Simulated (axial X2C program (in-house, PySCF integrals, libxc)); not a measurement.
# MgI: from the spin-free to the two-component result

All values were computed with an in-house all-electron X2C program for linear molecules (integrals from PySCF). Spin-free means the one-electron spin-free X2C Hamiltonian; two-component (2c) means X2C with spin–orbit coupling and atomic mean-field two-electron Coulomb and Gaunt terms, so the difference of the two also holds small scalar two-electron terms. Basis: I dyall-cv3z [11s12p8d4f1g], Mg dyall-cv3z [9s8p6d3f] (cores contracted in-house); Gaussian nuclei, density fitting, unrestricted open shells. Masses: I 126.904 u, Mg 23.985 u.

Spin-free state: M_S = 1/2, Λ = 0 (beyond evenly filled blocks: σα); fragments I + Mg.

```json
{"level": "PBE0", "Re (Å)": "2.586", "ωe (cm⁻¹)": "309.7", "De (eV)": "2.332", "μ (D)": "3.27"}
{"level": "HF", "Re (Å)": "2.601", "ωe (cm⁻¹)": "314.9", "De (eV)": "1.958", "μ (D)": "3.61"}
{"level": "MP2", "Re (Å)": "2.591", "ωe (cm⁻¹)": "319.2", "De (eV)": "2.388", "μ (D)": "n/a"}
{"level": "CCSD", "Re (Å)": "2.592", "ωe (cm⁻¹)": "317.4", "De (eV)": "2.058", "μ (D)": "n/a"}
{"level": "CCSD(T)", "Re (Å)": "2.593", "ωe (cm⁻¹)": "316.6", "De (eV)": "2.142", "μ (D)": "n/a"}
{"level": "r2SCAN", "Re (Å)": "2.589", "ωe (cm⁻¹)": "310.2", "De (eV)": "2.526", "μ (D)": "3.30"}
```

Correlated methods: 9 electrons correlated (number of frozen shells: I 4 s, 3 p, 2 d; Mg 2 s, 1 p), 291 virtual spin orbitals or spinors in MP2, 90 natural virtuals in coupled cluster.

Dipoles are positive if Mg is the positive end.

Two-component determinant lowest at the distance of the search:

Ω = 1/2 (⟨Sz⟩ = 0.50, ⟨Lz⟩ = 0.00 at HF); fragments I + Mg.

| level | Re (Å) | ωe (cm⁻¹) | De (eV) | μ (D) |
| --- | --- | --- | --- | --- |
| PBE0 | 2.591 | 306.7 | 2.072 | 3.22 |
| HF | 2.604 | 313.0 | 1.655 | 3.58 |
| MP2 | 2.594 | 317.4 | 2.110 | n/a |
| CCSD | 2.595 | 315.3 | 1.772 | n/a |
| CCSD(T) | 2.596 | 314.5 | 1.859 | n/a |
| r2SCAN | 2.593 | 307.9 | n/a | 3.27 |

Task: From the two tables, how do the constants change at the CCSD(T) level (2c against spin-free)?

Result: At the CCSD(T) level Re increases by 0.003 Å and ωe goes down by 2.1 cm⁻¹; De changes by -0.283 eV.

The state is a single determinant with fixed occupations, the lowest that a limited PBE0 search found. De is counted from the lowest determinant-based energies of the atoms at the same level, without counterpoise correction. De is not given where an atomic determinant may have missed its ground term or J level, or where the truncated virtual space spoils (T). Density functionals use the spin component along the axis (collinear). CCSD and (T) use frozen natural virtuals with an MP2 correction for the truncation; (T) itself is uncorrected, so its De runs slightly low. Without a current term, density functionals place determinants with orbital angular momentum somewhat too high.
